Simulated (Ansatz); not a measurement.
Consider the ligand exchange at the Al–C bond: `[CH3][Al]([NH2])[SiH3]` + H–F → `[NH2][Al]([F])[SiH3]` + CH₄.

Gas-phase electronic energies from Ansatz, PBE0-D4/def2-TZVP geometries. CCSD(T)/CBS is the MP2 limit (def2-TZVPP, def2-QZVPP) plus CCSD(T) − MP2 in def2-TZVPP, frozen cores. This one scheme is used for every species. Functionals use def2-TZVPP. Each species was taken in one conformer, which may not be the lowest.

Question: Is it downhill or uphill in electronic energy at CCSD(T)/CBS, and by how much? (Estimate.)

Answer: Ansatz gave: Downhill: ΔE = -193.3 kJ/mol.

Question: What do these levels give: revPBE, PBE0, MP2/def2-SVP, CCSD/def2-SVP, MP2/def2-TZVPP, MP2/def2-QZVPP? (An estimate is asked.)

Answer: Ansatz gave: revPBE -189.6, PBE0 -189.5, MP2/def2-SVP -208.0, CCSD/def2-SVP -207.8, MP2/def2-TZVPP -195.1, MP2/def2-QZVPP -195.6 kJ/mol.

Largest T1 diagnostic among the species: 0.013.

At CCSD(T), def2-SVP lies −12.3 kJ/mol from the extrapolated value and def2-TZVPP −0.2 kJ/mol. From BLYP to BHLYP (50 % exact exchange), in def2-TZVPP and without D4, ΔE moves by −3.8 kJ/mol. In def2-TZVPP, CCSD(T) changes the Hartree–Fock value by +22.0 kJ/mol (the triples alone add +3.1 kJ/mol) and MP2 by +20.4 kJ/mol.
